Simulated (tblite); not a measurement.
F5V, triplet, geometry from GFN2-xTB (such geometries of metal compounds can be far from the true shape) (the multiplicity is a formal guess); GFN1-xTB (tblite).

Input for tblite:
```
$ tblite run mol.xyz --method gfn1 --charge 0 --spin 2 --json tblite.json --no-restart

# file mol.xyz
6

V     -0.06288497     0.02380204     0.08181286
F      1.20972327    -0.74300810     1.27915267
F     -1.33188431     0.78924621    -1.12022211
F      0.34042144     1.48956341     0.59064230
F      0.98234230    -0.37181783    -1.27801965
F     -1.03989665    -1.22481113     0.31936948
```

Output, abridged:

```
xTB calculator
 | screened Coulomb repulsion
 | Coulomb electrostatics
 |  * isotropic Klopman-Ohno-Mataga-Nishimoto electrostatics
 |  * onsite third-order electrostatics
 | DFT-D3(BJ) dispersion correction

halogen bonding energy    0.0000000000000E+00 Eh
repulsion energy          2.2340838291813E-02 Eh
dispersion energy        -1.2696942305065E-03 Eh
number of electrons       4.0000000000000E+01 e
integral cutoff           3.8389275533346E+01 bohr

------------------------------------------------------------
  cycle        total energy    energy error   density error
------------------------------------------------------------
      1     -23.49651962773  -2.3517591E+01   9.4426079E-01
      2     -22.32052541948   1.1759942E+00   2.7063724E+00
      3     -26.05749233500  -3.7369669E+00   6.1285331E-01
      4     -26.34564177421  -2.8814944E-01   5.0663106E-01
      5     -26.58561377663  -2.3997200E-01   3.6971329E-01
      6     -26.75300715112  -1.6739337E-01   2.6642406E-01
      7     -26.82858804954  -7.5580898E-02   2.1389044E-01
      8     -26.64500183807   1.8358621E-01   3.2157696E-01
      9     -26.63187958864   1.3122249E-02   3.2580373E-01
     10     -26.93304301693  -3.0116343E-01   1.0930892E-01
     11     -26.93665463952  -3.6116226E-03   1.0707415E-01
     12     -26.91422123079   2.2433409E-02   1.3719686E-01
     13     -26.94859189522  -3.4370664E-02   8.2626270E-02
     14     -26.96262095744  -1.4029062E-02   4.0348084E-02
     15     -26.96425101846  -1.6300610E-03   3.1986890E-02
     16     -26.96588449907  -1.6334806E-03   1.7871793E-02
     17     -26.96653767171  -6.5317264E-04   8.2366179E-03
     18     -26.96662842613  -9.0754426E-05   5.2662418E-03
     19     -26.96666936409  -4.0937955E-05   3.2397852E-03
     20     -26.96668925372  -1.9889636E-05   1.5644394E-03
     21     -26.96669585479  -6.6010674E-06   4.0986976E-04
     22     -26.96669620631  -3.5152180E-07   2.1914231E-04
     23     -26.96669634609  -1.3978119E-07   1.7147029E-05
------------------------------------------------------------

electronic energy        -2.6987767490156E+01 Eh
total energy             -2.6966696346094E+01 Eh

Post processing:
 | Mayer-Wiberg bond orders

[Info] JSON dump of results written to 'tblite.json'
```
